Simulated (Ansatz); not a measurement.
A made-up structure of LiAlSiH4S, singlet:

Li1  (0.155, -1.498, 1.690)
Al2  (-1.634, -1.112, -0.171)
Si3  (-0.003, 0.841, -0.306)
S4  (1.780, 0.048, 0.834)
H5  (-2.727, -0.918, -1.340)
H6  (0.670, 1.662, -1.366)
H7  (-0.393, 1.840, 0.746)
H8  (-1.263, -2.572, 0.032)
(Å)

It is relaxed with PBE-D4/def2-SVP and then PBE0-D4/def2-TZVP (Ansatz 0.2.0). Atoms count as bonded within 1.22 times the sum of their covalent radii (H–H: 0.88 Å). The end point is not checked to be a true minimum.

Does its bonding change? (Judge from chemistry; the calculation decides.)

The calculation gives: Yes. Formed: Li1–H8, Al2–S4; broken: none.

Where it ends: The first stage lowers the energy by 2.37 eV in 17 steps. It ends as LiAlSiH₄S ([H]1[Li]2[S]3[SiH2][AlH]123):
Li1  (0.102, -1.570, 1.658)
Al2  (-1.231, -0.989, -0.488)
Si3  (-0.185, 1.100, -0.130)
S4  (1.085, -0.703, -0.189)
H5  (-1.893, -1.701, -1.732)
H6  (0.290, 2.041, -1.180)
H7  (-0.028, 1.790, 1.186)
H8  (-1.554, -1.677, 0.992)
(Å)

Labels in which every atom is bracketed show which atoms are joined, not bond orders.

For scale, one of the runs: PBE0-D4/def2-TZVP relaxation, 149 basis functions, launched by `ansatz run in.yaml --threads 2 --pin off --events-out ev --progress --plain --max-ram 4352MiB`. Hardware: 2 CPU threads of an Arm Neoverse V2, shared host. Wall time about 20 s.
